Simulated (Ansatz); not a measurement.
Species: C2H6N2O, SMILES `C(=N\[H])/OCN` (charge 0, multiplicity 1), formula C₂H₆N₂O.

### Question
How many basis functions does frozen-core CCSD(T)/cc-pVTZ // r2SCAN-D4/def2-TZVP in Ansatz (an electronic-structure program) use, how many core orbitals are frozen, and how many electrons are correlated?

### Answer
234 basis functions and 5 frozen orbitals, which leaves 30 correlated electrons. Core time is of the order of minutes.
